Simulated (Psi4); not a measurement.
Pair of molecules, SMILES CO with SMILES CCC (the first has 6 atoms); geometry from B3LYP-D3(BJ)/def2-TZVP, rigid monomers moved along the line of their centres of mass till H6···C7 is 3.06 Å.
(charge 0, multiplicity 1):
```xyz
17

C      0.4843     0.2433    -0.2798
O     -0.5138    -0.5181     0.3832
H      0.7516     1.1470     0.2786
H      0.0681     0.5428    -1.2407
H      1.3934    -0.3402    -0.4639
H     -0.1745    -0.7962     1.2398
C     -0.3005    -1.2589     4.2608
C     -0.0217     0.1063     4.8843
C      0.3388     1.1681     3.8485
H     -0.5323    -2.0100     5.0179
H     -1.1520    -1.2120     3.5768
H      0.5690    -1.6205     3.7026
H      0.7907     0.0150     5.6111
H     -0.9006     0.4314     5.4480
H      0.5202     2.1378     4.3152
H      1.2458     0.8909     3.3039
H     -0.4628     1.2931     3.1170
```

The numbers are results of SAPT0/jun-cc-pV(D+d)Z (Psi4), not measurements.

**Question.** Give the four SAPT terms and the total, and say what mostly holds the pair together.

**Answer.** electrostatics -23.0, exchange 33.6, induction -8.3, dispersion -43.4, total -41.1 meV; the largest attraction is dispersion.
